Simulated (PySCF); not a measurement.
H₃NTe (SMILES N[TeH]), singlet, at a GFN2-xTB geometry (core potentials on Te); DF-PBE/def2-TZVPPD run with PySCF.

PySCF was given this input:
```python
from pyscf import gto, scf, dft

mol = gto.M(
    atom='''
Te   -0.02122383    0.23920428    0.19464950
H    -1.21303197    0.89124975   -0.76397050
N     0.31748810   -1.44421518   -0.92654336
H     0.61110901   -1.21069033   -1.86544102
H    -0.51685472   -2.00967560   -1.00655884
''',
    basis='def2-tzvppd',
    ecp={'Te': 'def2-tzvppd'},
    verbose=4,
    max_memory=1800,
)

mf = dft.RKS(mol)
mf.xc = 'pbe'
mf = mf.density_fit(auxbasis='def2-universal-jkfit')
mf.kernel()
```

It wrote (shortened):

```
PySCF version 2.14.0

[INPUT] verbose = 4
[INPUT] num. atoms = 5
[INPUT] num. electrons = 34
[INPUT] charge = 0
[INPUT] spin (= nelec alpha-beta = 2S) = 0
[INPUT] symmetry False subgroup None
[INPUT] Mole.unit = angstrom
[INPUT] Symbol           X                Y                Z      unit          X                Y                Z       unit  Magmom
[INPUT]  1 Te    -0.021223830000   0.239204280000   0.194649500000 AA   -0.040107226014   0.452030577024   0.367834245284 Bohr   0.0
[INPUT]  2 H     -1.213031970000   0.891249750000  -0.763970500000 AA   -2.292298203642   1.684217936087  -1.443695012247 Bohr   0.0
[INPUT]  3 N      0.317488100000  -1.444215180000  -0.926543360000 AA    0.599965556809  -2.729171155139  -1.750913192934 Bohr   0.0
[INPUT]  4 H      0.611109010000  -1.210690330000  -1.865441020000 AA    1.154828661154  -2.287873145359  -3.525172629329 Bohr   0.0
[INPUT]  5 H     -0.516854720000  -2.009675600000  -1.006558840000 AA   -0.976713866989  -3.797736483221  -1.902120535860 Bohr   0.0

nuclear repulsion = 70.0985994696891
number of shells = 53
number of NR pGTOs = 210
number of NR cGTOs = 147
basis = def2-tzvppd
ecp = {'Te': 'def2-tzvppd'}

******** <class 'pyscf.df.df_jk.DFRKS'> ********
method = DFRKS
initial guess = minao
damping factor = 0
level_shift factor = 0
DIIS = <class 'pyscf.scf.diis.CDIIS'>
diis_start_cycle = 1
diis_space = 8
diis_damp = 0
SCF conv_tol = 1e-09
SCF conv_tol_grad = None
SCF max_cycles = 50
direct_scf = False
XC library pyscf.dft.libxc version 7.1.2
    S. Lehtola, C. Steigemann, M. J. T. Oliveira, and M. A. L. Marques,  SoftwareX 7, 1–5 (2018)
XC functionals = pbe
    J. P. Perdew, K. Burke, and M. Ernzerhof,  Phys. Rev. Lett. 77, 3865 (1996)
    J. P. Perdew, K. Burke, and M. Ernzerhof,  Phys. Rev. Lett. 78, 1396 (1997)
    J. P. Perdew, K. Burke, and M. Ernzerhof,  Phys. Rev. Lett. 77, 3865 (1996)
    J. P. Perdew, K. Burke, and M. Ernzerhof,  Phys. Rev. Lett. 78, 1396 (1997)
radial grids:
    Treutler-Ahlrichs [JCP 102, 346 (1995); DOI:10.1063/1.469408] (M4) radial grids

becke partition: Becke, JCP 88, 2547 (1988); DOI:10.1063/1.454033
pruning grids: <function nwchem_prune>
grids dens level: 3
symmetrized grids: False
atomic radii adjust function: <function treutler_atomic_radii_adjust>
small_rho_cutoff = 0
Set gradient conv threshold to 3.16228e-05
Initial guess from minao.
tot grids = 65288
init E= -282.919126144888
  HOMO = -0.680040507978868  LUMO = -0.620691266415244  gap/eV = 1.61498
cycle= 1 E= -322.074028110559  delta_E= -39.2  |g|= 3.65  |ddm|= 28.5
  HOMO = -0.0289390425216318  LUMO = 0.0195735575644953  gap/eV = 1.32010
cycle= 2 E= -316.480440229886  delta_E= 5.59  |g|= 5.72  |ddm|= 11.2
  HOMO = -0.142916382614988  LUMO = -0.107393180368748  gap/eV = 0.96664
cycle= 3 E= -323.658339088878  delta_E= -7.18  |g|= 1.69  |ddm|= 6.55
  HOMO = -0.198928387135348  LUMO = -0.121000887439648  gap/eV = 2.12052
cycle= 4 E= -323.872616708388  delta_E= -0.214  |g|=  1.7  |ddm|= 2.28
  HOMO = -0.161895886080236  LUMO = -0.070675238352413  gap/eV = 2.48224
cycle= 5 E= -324.481011132438  delta_E= -0.608  |g|= 0.307  |ddm|= 1.12
  HOMO = -0.200366202314747  LUMO = -0.0835400976666261  gap/eV = 3.17900
cycle= 6 E= -324.510198528094  delta_E= -0.0292  |g|= 0.131  |ddm|= 0.489
  HOMO = -0.19653401763062  LUMO = -0.0804389381661714  gap/eV = 3.15911
cycle= 7 E= -324.512796477082  delta_E= -0.0026  |g|= 0.0571  |ddm|= 0.146
  HOMO = -0.193974347964646  LUMO = -0.0788630326494868  gap/eV = 3.13234
cycle= 8 E= -324.513601588562  delta_E= -0.000805  |g|= 0.00817  |ddm|= 0.0642
  HOMO = -0.194537301037338  LUMO = -0.0794413368627147  gap/eV = 3.13192
cycle= 9 E= -324.513616458647  delta_E= -1.49e-05  |g|= 0.00156  |ddm|= 0.00847
  HOMO = -0.194610962675888  LUMO = -0.0795287930579374  gap/eV = 3.13155
cycle= 10 E= -324.513616910733  delta_E= -4.52e-07  |g|= 0.000906  |ddm|= 0.00219
  HOMO = -0.19461366176378  LUMO = -0.0795021403641272  gap/eV = 3.13234
cycle= 11 E= -324.513617052418  delta_E= -1.42e-07  |g|= 0.000116  |ddm|= 0.000721
  HOMO = -0.194608207239124  LUMO = -0.079495818871882  gap/eV = 3.13237
cycle= 12 E= -324.513617056196  delta_E= -3.78e-09  |g|= 1.37e-05  |ddm|= 0.000177
  HOMO = -0.194606993474999  LUMO = -0.0794951119662262  gap/eV = 3.13235
cycle= 13 E= -324.513617056263  delta_E= -6.7e-11  |g|= 4.63e-06  |ddm|= 2.57e-05
  HOMO = -0.194607990541021  LUMO = -0.0794957421140445  gap/eV = 3.13236
Extra cycle  E= -324.513617056254  delta_E= 8.75e-12  |g|= 7.23e-06  |ddm|= 1.67e-05
converged SCF energy = -324.513617056254
```
